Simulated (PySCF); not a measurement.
TDDFT excited states: CH3Br3NNb

Species: Nb(NMe)Br3, CH3Br3NNb (singlet state).
SMILES: `C[N]=[Nb]([Br])([Br])[Br]`

Theory: TDDFT PBE0/def2-SVPD, vertical, gas phase, core orbitals frozen in the response, def2 core potentials past Kr in PySCF 2.14.0, density-fitted response routines. Isolated species at its PBE0-D3(BJ)/def2-SVP geometry, gas phase. Spin–orbit coupling is left out. Note that the optimisation stopped short of convergence; the values belong to its last geometry.

```json
{"state": "S1", "E (eV)": "3.66", "E (kJ/mol)": "353", "λ (nm)": "339.2", "f": "0.0002", "main configurations (H = HOMO, L = LUMO)": "H→L (73%), H-1→L+1 (25%)"}
{"state": "S2", "E (eV)": "3.79", "E (kJ/mol)": "366", "λ (nm)": "326.7", "f": "0.0024", "main configurations (H = HOMO, L = LUMO)": "H-1→L (59%), H→L+1 (38%)"}
{"state": "S3", "E (eV)": "3.80", "E (kJ/mol)": "367", "λ (nm)": "325.9", "f": "0.0022", "main configurations (H = HOMO, L = LUMO)": "H-1→L+1 (72%), H→L (25%)"}
{"state": "S4", "E (eV)": "3.83", "E (kJ/mol)": "369", "λ (nm)": "323.9", "f": "0.0075", "main configurations (H = HOMO, L = LUMO)": "H→L+1 (59%), H-1→L (36%)"}
{"state": "S5", "E (eV)": "4.55", "E (kJ/mol)": "439", "λ (nm)": "272.6", "f": "0.025", "main configurations (H = HOMO, L = LUMO)": "H-2→L (87%)"}
{"state": "S6", "E (eV)": "4.60", "E (kJ/mol)": "444", "λ (nm)": "269.5", "f": "0.028", "main configurations (H = HOMO, L = LUMO)": "H-2→L+1 (85%)"}
{"state": "S7", "E (eV)": "4.88", "E (kJ/mol)": "470", "λ (nm)": "254.3", "f": "0.0001", "main configurations (H = HOMO, L = LUMO)": "H-5→L (44%), H-3→L (34%), H-4→L (12%)"}
{"state": "S8", "E (eV)": "4.89", "E (kJ/mol)": "472", "λ (nm)": "253.3", "f": "0.0003", "main configurations (H = HOMO, L = LUMO)": "H-5→L (34%), H-4→L+1 (20%), H-4→L (18%)"}
{"state": "S9", "E (eV)": "4.90", "E (kJ/mol)": "473", "λ (nm)": "253.0", "f": "0.0004", "main configurations (H = HOMO, L = LUMO)": "H-3→L+1 (75%), H-5→L+1 (13%), H-4→L (8%)"}
```

Triplets, Tamm–Dancoff:

| state | E (eV) | λ (nm) | main configurations (H = HOMO, L = LUMO) |
| --- | --- | --- | --- |
| T1 | 3.47 | 356.9 | H-1→L (67%), H→L+1 (20%) |
| T2 | 3.50 | 353.9 | H→L (95%) |
| T3 | 3.54 | 350.2 | H→L+1 (71%), H-1→L (23%) |
| T4 | 3.58 | 346.2 | H-1→L+1 (95%) |

The lowest singlet comes at 339 nm (353 kJ/mol) in the ultraviolet; it is dark (f under 0.0005); its leading configuration is HOMO→LUMO (73%). The most intense listed level is S6 at 4.60 eV (269 nm, f = 0.028), 0.95 eV above S1. S8/S9 lie within about 0.01 eV of each other. For S1 the Löwdin share of niobium is 8% in HOMO and 65% in LUMO (ligand-to-metal charge transfer by this measure); for S6 the Löwdin share of niobium is at most 1% in HOMO-2 and 65% in LUMO+1 (ligand-to-metal charge transfer by this measure). Orbital energies (eV): HOMO-3 -9.18, HOMO-2 -8.60, HOMO-1 -8.11, HOMO -8.09, LUMO -2.90, LUMO+1 -2.86, LUMO+2 -1.41. Weighted by f, the mean energy of these states is 4.44 eV. No computed singlet lies in the visible range (380 to 750 nm); the lowest, at 339 nm, stands 0.39 eV above its violet end (3.26 eV). All these states lie below the vertical ionisation energy of 9.68 eV (ΔSCF). Orbitals of the list HOMO-3 to LUMO+2 that lie within 0.01 eV of each other are written together with a slash and their weights summed (≥ marks a lower bound); for degenerate orbitals outside that list single weights are arbitrary. Only the lowest 10 singlets were computed, as vertical energies without vibronic structure. The highest level found (4.92 eV, f 0.0022 so far) is left out, since the window may have cut off a degenerate partner.
